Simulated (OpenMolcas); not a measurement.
# Cr4+: moving or changing the point charges

Cr4+ among 6 point charges of -1.5 e arranged as an octahedron (Oh), 1.66 Å from the ion.

| Item | Value |
| --- | --- |
| Program | OpenMolcas |
| Method | CASSCF |
| Basis | ANO-RCC-VDZP [5s4p2d1f] |
| Scalar Hamiltonian | DKH2, point nucleus |
| Active space | 2 electrons in 5 orbitals (3d) |
| State averaging | 2S+1 = 3 even, 10 roots; 2S+1 = 1 even, 15 roots |
| Spin-orbit coupling | state interaction with AMFI integrals over the reference wave functions |

Runs around this geometry, states (labels of O, the rotations of Oh). Energies in cm-1 above the lowest state or level, χT in cm3 K/mol; under a threefold ground state the first gap can be a small split of the lowest multiplet, not the spin-orbit step; 10Dq and B are least-squares fits to the states below 45000 cm-1, weighted by degeneracy, with a free offset, and given where the rms deviation is under 5 % of |10Dq| (or 100 cm-1) and under 700 cm-1.

```tsv
R (Å)	q (e)	Ground state	First state of that spin	10Dq	B (rms of fit)	First gap with spin-orbit (degeneracies)	χT at 300 K	First state of another spin
1.66	-0.98	3T1	3T2 3192	3948	1270 (58)	61.1 (2, 3)	0.602	1T2 16947
1.57	-1.5	3T1	3T2 6523	7980	1260 (145)	32.2 (2, 3)	0.634	1T2 17211
1.66	-1.5	3T1	3T2 4961	6117	1266 (107)	41.8 (2, 3)	0.621	1T2 17157
```

Taking |10Dq| as R^-n, n = -ln(6117 / 7980) / ln(1.66 / 1.57) = 4.8 between the shortest and longest distance. The point-charge formula for a cubic d site gives n = 5.

Scaling the charges by -0.98 / -1.5 = 0.65 scales |10Dq| by 3948 / 6117 = 0.65; with fixed orbitals a first-order splitting would follow the charge.

An orbital triplet at a regular site is open to Jahn-Teller coupling, which can distort the site and quench the lowest spin-orbit gaps and is left out. Without dynamic correlation the repulsion within the d shell is too large (B by tens of per cent), so at a given field states of lower spin stand too high. This field is weak: 10Dq is about 3948 cm-1, while octahedral complexes of 3d ions of charge 3 and more, computed by the same method with explicit ligands, had a median near 15000 cm-1. Ground spin and moment need not be those of a real site (figures for R = 1.66, q = -0.98; the like holds for R = 1.57, q = -1.5, R = 1.66, q = -1.5). This is an electrostatic model: the charges have no orbitals. No measured value stands beside these numbers.
